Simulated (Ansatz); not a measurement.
Relaxation of F₆H₃MoP (11 atoms, charge 0, multiplicity 1), to a largest force component of 0.03 eV/Å in at most 50 steps.

All numbers below come from RKS PBE/def2-SVP in Ansatz.

```xyz
11
Properties=species:S:1:pos:R:3:forces:R:3
Mo -0.107 -0.091 -0.031 -1.07 -1.10 -1.97
F -0.203 -0.095 1.778 0.05 0.10 1.21
F 1.738 -0.082 -0.024 -0.03 -0.05 -0.01
F -0.190 1.755 -0.117 0.03 -0.01 0.03
F -1.956 -0.144 -0.110 0.03 -0.08 -0.01
F -0.065 -1.941 0.010 -0.07 0.03 0.00
F -0.067 -0.147 -1.880 0.01 0.04 0.03
P 2.259 2.223 1.431 1.03 1.23 0.68
H 3.190 1.136 1.421 -0.05 -0.05 -0.01
H 1.941 2.238 0.039 0.02 -0.07 0.07
H 1.151 1.521 1.973 0.05 -0.04 -0.02
```

Question: Where does it end, and by what steps?

Answer: The forces met the threshold. The force dipped under the threshold on the way, but the program's further checks kept it going. After 15 steps the energy has fallen by 0.580 eV; H10 moved furthest, 0.95 Å.

```json
{"step": "0", "energy less start (eV)": "0.0000", "largest force component (eV/Å)": "1.972", "accepted": "yes"}
{"step": "1", "energy less start (eV)": "-0.3703", "largest force component (eV/Å)": "0.527", "accepted": "yes"}
{"step": "2", "energy less start (eV)": "-0.5114", "largest force component (eV/Å)": "0.112", "accepted": "yes"}
{"step": "3", "energy less start (eV)": "-0.5555", "largest force component (eV/Å)": "0.121", "accepted": "yes"}
{"step": "4", "energy less start (eV)": "-0.5468", "largest force component (eV/Å)": "0.540", "accepted": "no"}
{"step": "5", "energy less start (eV)": "-0.5643", "largest force component (eV/Å)": "0.030", "accepted": "yes"}
{"step": "6", "energy less start (eV)": "-0.5693", "largest force component (eV/Å)": "0.079", "accepted": "yes"}
{"step": "7", "energy less start (eV)": "-0.5739", "largest force component (eV/Å)": "0.017", "accepted": "yes"}
{"step": "8", "energy less start (eV)": "-0.5613", "largest force component (eV/Å)": "0.424", "accepted": "no"}
{"step": "9", "energy less start (eV)": "-0.5751", "largest force component (eV/Å)": "0.034", "accepted": "yes"}
{"step": "10", "energy less start (eV)": "-0.5755", "largest force component (eV/Å)": "0.165", "accepted": "yes"}
{"step": "11", "energy less start (eV)": "-0.5769", "largest force component (eV/Å)": "0.068", "accepted": "yes"}
{"step": "12", "energy less start (eV)": "-0.5781", "largest force component (eV/Å)": "0.005", "accepted": "yes"}
{"step": "13", "energy less start (eV)": "-0.5782", "largest force component (eV/Å)": "0.185", "accepted": "yes"}
{"step": "14", "energy less start (eV)": "-0.5799", "largest force component (eV/Å)": "0.042", "accepted": "yes"}
{"step": "15", "energy less start (eV)": "-0.5803", "largest force component (eV/Å)": "0.003", "accepted": "yes"}
```

```xyz
11
Properties=species:S:1:pos:R:3
Mo -0.272 -0.330 -0.234
F -0.256 -0.083 1.595
F 1.570 -0.462 -0.223
F -0.139 1.496 -0.471
F -2.111 -0.201 -0.241
F -0.404 -2.153 0.007
F -0.274 -0.563 -2.063
P 2.776 2.535 1.790
H 3.176 1.309 1.148
H 1.934 2.925 0.690
H 1.691 1.900 2.494
```

Whether the end is a true minimum wasn't checked by a vibrational analysis.

Run time: 42 s on 4 threads of Arm Neoverse V2 (shared host), peak memory 0.23 GiB.
